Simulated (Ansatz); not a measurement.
Isolated molecules relaxed with PBE0-D4/def2-TZVP in Ansatz; ΔE leaves out vibrations. CBS: MP2 limit from def2 TZ/QZ plus the TZ coupled-cluster correction, frozen cores. DFT in def2-TZVPP. For Ge outer-core shells are correlated without core-valence functions, which leaves a few kJ/mol of doubt a bond. Scalar relativity is left out up to krypton. Each species was taken in one conformer, which may not be the lowest.

Reaction (substitution at a C–Si bond): `C[SiH](F)B[SiH3]` + `O[SiH](F)[O][GeH3]` → `CO[SiH](F)[O][GeH3]` + `F[SiH2]B[SiH3]`

(1) Is it downhill or uphill in electronic energy at CCSD(T)/CBS, and by how much? (An estimate is asked.)

(2) What do these levels give: r2SCAN-D4, BHLYP, SCS-MP2/def2-TZVPP, HF/def2-QZVPP, HF/CBS(def2), MP2/CBS(def2)? (Best estimate.)

(3) What do rigid-rotor, harmonic-oscillator terms from PBE0-D4/def2-TZVP frequencies (298.15 K, 1 bar) make of the CCSD(T)/CBS value? (Best estimate.)

Largest T1 diagnostic among the species: 0.013.

Results:

(1) Computed: Uphill: ΔE = +105.0 kJ/mol.

(2) Ansatz gave: r2SCAN-D4 105.0, BHLYP 95.7, SCS-MP2/def2-TZVPP 100.1, HF/def2-QZVPP 87.3, HF/CBS(def2) 87.2, MP2/CBS(def2) 112.2 kJ/mol.

(3) Computed: ΔZPE = -0.7 kJ/mol, ΔH = +103.9 kJ/mol, ΔS = 1 J/(mol·K), ΔG = +103.6 kJ/mol. Modes under 50 cm⁻¹ make the entropy rough.

In def2-TZVPP, CCSD(T) changes the Hartree–Fock value by +13.7 kJ/mol (the triples alone add +1.1 kJ/mol) and MP2 by +20.9 kJ/mol. At CCSD(T), def2-SVP lies −22.3 kJ/mol from the extrapolated value and def2-TZVPP −3.6 kJ/mol. Leaving LDA and LC-ωPBE aside and taking each functional with its dispersion term where it has one, the values, not all of them listed here, spread over 11.7 kJ/mol, from BLYP-D4 to PBE-QIDH.
